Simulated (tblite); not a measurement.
Isomers of C8H7Si (doublet state). All values are computed: GFN2-xTB (tblite) harmonic vibrations without scaling, gas phase. The method is semi-empirical: single wavenumbers can be off by several per cent or more. Modes of hydrogen on silicon can be 10 to 20 % off. One conformer each. Open shells enter through the occupations alone, without spin polarisation, and single modes of such species can be off by tens of per cent.

Electronic energies: GFN2-xTB at the same geometries; isomer energies are rough at this level and their order can be wrong.

```tsv
SMILES	electronic energy, lowest = 0 (kcal/mol)
C#C[SiH2]c1c[c]ccc1	0.2
C#C[SiH2]c1[c]cccc1	0.0
[C]#C[SiH2]c1ccccc1	6.3
```

Q: How do GFN2-xTB zero-point energies change the relative energies?

A: 
```tsv
SMILES	ZPE (kcal/mol)	of it from modes above 1550 cm⁻¹	electronic (kcal/mol)	with ZPE, lowest = 0 (kcal/mol)	lowest mode (cm⁻¹)	rings
C#C[SiH2]c1[c]cccc1	68.5	34.1	0.0	0.0	9i	1
C#C[SiH2]c1c[c]ccc1	68.5	34.1	0.2	0.2	6i	1
[C]#C[SiH2]c1ccccc1	69.7	36.0	6.3	7.5	8	1
```

The zero-point energies span 1.2 kcal/mol, from `C#C[SiH2]c1[c]cccc1` to `[C]#C[SiH2]c1ccccc1`. Slightly imaginary modes are left out of the zero-point energy: `C#C[SiH2]c1[c]cccc1` 9.0i cm⁻¹ and `C#C[SiH2]c1c[c]ccc1` 6.4i cm⁻¹. The order is unchanged.
